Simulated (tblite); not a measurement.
Compound: C₇H₉GeNO.
Bonds: C1–C2 (triple), C2–C3, C3–C4, C4–C5 (triple), C5–Ge6, Ge6–N7, N7–C8, N7–C9, C9–O10 (double). Hydrogens: H11 on C1; H12, H13 on C3; H14, H15 on Ge6; H16, H17, H18 on C8; H19 on C9.

Computed with GFN2-xTB (tblite), gas phase: L-BFGS steps from a force-field or distance-geometry start until the largest atomic force falls under 0.01 eV/Å.

At the end of the run (lengths in Å): N7–C9 1.326, Ge6–H15 1.492, C9=O10 1.218, C9–H19 1.103, Ge6–N7 1.890, Ge6–H14 1.512, C5–Ge6 1.888, Ge6–N7–C8 128.4°, Ge6–N7–C9 108.2°, C4–C5–Ge6 177.3°, C5–Ge6–N7 109.0°, C5–Ge6–N7–C8 -113°, Ge6–N7–C9–O10 1°, H14–Ge6–N7–C8 2°, H16–C8–N7–Ge6 44°.

**Question.** These geometries were met on the way; a selection of coordinates is given. Order them by energy above the end point, lowest first.
A. N7–C9 1.334, Ge6–H15 1.547, C9=O10 1.219, C9–H19 1.134, Ge6–N7 1.909, Ge6–H14 1.539, C5–Ge6 1.890, Ge6–N7–C8 115.5°, Ge6–N7–C9 117.9°, C4–C5–Ge6 178.6°, C5–Ge6–N7 107.4°, C5–Ge6–N7–C8 180°, Ge6–N7–C9–O10 0°, H14–Ge6–N7–C8 -59°, H16–C8–N7–Ge6 40°
B. N7–C9 1.336, Ge6–H15 1.510, C9=O10 1.214, C9–H19 1.110, Ge6–N7 1.885, Ge6–H14 1.509, C5–Ge6 1.886, Ge6–N7–C8 122.7°, Ge6–N7–C9 115.3°, C4–C5–Ge6 172.0°, C5–Ge6–N7 116.2°, C5–Ge6–N7–C8 -155°, Ge6–N7–C9–O10 4°, H14–Ge6–N7–C8 -34°, H16–C8–N7–Ge6 50°
C. N7–C9 1.413, Ge6–H15 1.568, C9=O10 1.268, C9–H19 1.062, Ge6–N7 1.856, Ge6–H14 1.544, C5–Ge6 1.901, Ge6–N7–C8 117.4°, Ge6–N7–C9 120.6°, C4–C5–Ge6 178.1°, C5–Ge6–N7 107.7°, C5–Ge6–N7–C8 179°, Ge6–N7–C9–O10 0°, H14–Ge6–N7–C8 -59°, H16–C8–N7–Ge6 40°
D. N7–C9 1.329, Ge6–H15 1.489, C9=O10 1.217, C9–H19 1.102, Ge6–N7 1.894, Ge6–H14 1.511, C5–Ge6 1.884, Ge6–N7–C8 128.1°, Ge6–N7–C9 108.8°, C4–C5–Ge6 165.7°, C5–Ge6–N7 115.2°, C5–Ge6–N7–C8 -136°, Ge6–N7–C9–O10 4°, H14–Ge6–N7–C8 -16°, H16–C8–N7–Ge6 52°
E. N7–C9 1.336, Ge6–H15 1.491, C9=O10 1.209, C9–H19 1.106, Ge6–N7 1.893, Ge6–H14 1.504, C5–Ge6 1.861, Ge6–N7–C8 117.9°, Ge6–N7–C9 117.5°, C4–C5–Ge6 176.0°, C5–Ge6–N7 111.2°, C5–Ge6–N7–C8 180°, Ge6–N7–C9–O10 -1°, H14–Ge6–N7–C8 -58°, H16–C8–N7–Ge6 42°

**Answer.** D (0.101 eV), B (0.166 eV), E (0.269 eV), A (0.463 eV), C (0.800 eV).

```csv
step,E above end (eV),"rms distance from the end, all atoms (Å)",largest force (eV/Å),rms shift of all bonds from the end (Å)
121,0.101,0.474,0.189,0.002
108,0.166,0.665,0.210,0.006
7,0.269,0.911,0.400,0.009
2,0.463,0.918,1.153,0.018
0,0.800,0.920,5.168,0.035
```

Rows stand in the order of the answer.
